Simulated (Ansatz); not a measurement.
All numbers were calculated with Ansatz.

A structure relaxed at PBE0-D4/def2-TZVP, charge 0, multiplicity 1:

Cartesian coordinates in Å:
```
C -1.983 -0.721 0.981
C -0.922 -0.145 0.051
B 0.556 -0.195 0.585
O 0.818 -0.727 1.809
O 1.616 0.286 -0.146
Si 1.722 0.985 -1.633
H -1.996 -0.193 1.937
H -1.784 -1.771 1.201
H -2.982 -0.652 0.545
H -0.949 -0.659 -0.920
H -1.159 0.901 -0.192
H 1.757 -0.698 2.017
H 1.218 0.062 -2.683
H 3.153 1.282 -1.875
H 0.935 2.245 -1.676
```

Problem. Give its formula and SMILES.

Solution. C2H9BO2Si, `CCB(O)O[SiH3]`.

Problem. Point group (tolerance 0.08 Å, 0.16 Å for H)?

Solution. Cs.

Problem. Summarise the bond lengths by kind.

Solution. 1 × C–C 1.523 Å; 5 × C–H 1.092 to 1.099 Å; 1 × B–C 1.572 Å; 2 × B–O 1.360 to 1.375 Å; 1 × H–O 0.962 Å; 1 × O–Si 1.646 Å; 3 × H–Si 1.482 to 1.486 Å.
